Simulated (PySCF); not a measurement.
# Polarisability and C₆ of Re⁺ (rhenium, charge +1)

[Xe] 4f14 5d5 6s1, high-spin 7S determinant. Calculation: PySCF 2.14, in aug-cc-pVTZ-PP with one added diffuse shell each of s, p, d, f, g type with ECP60MDF (7s7p6d4f3g, 113 functions); scalar relativity through the core potential. Coupled (time-dependent) response in atomic units; α is the mean over directions.

```json
{"method": "M06-L", "mean α (bohr³)": "32.21", "C₆ (like pair)": "274.1", "S(−4)": "408.5"}
```

S(−4) is the Cauchy moment in α(ω) = α(0) + S(−4) ω² + …

α(iu) at M06-L:

```
u (hartree)  α(iu) (bohr³)
          0          32.21
     0.0500          31.23
      0.100          28.71
      0.200          22.33
      0.300          17.12
      0.500          11.05
      0.750          7.408
       1.00          5.435
       1.50          3.356
       2.00          2.289
       3.00          1.252
       5.00         0.5299
```

A single London oscillator, α(iu) = α/(1 + u²/ω²), gives C₆ = (3/4) ω α². Matching the computed C₆ needs ω = 4 × 274.1 / (3 × 32.21²) = 0.352 hartree.

For an ion, C₆ is the dispersion term alone; charge-induced terms of lower order in 1/R come first.

Energies and moments cover only the electrons outside the core potential. Spin-orbit coupling, which splits the p, d and f shells strongly at this Z, is absent.
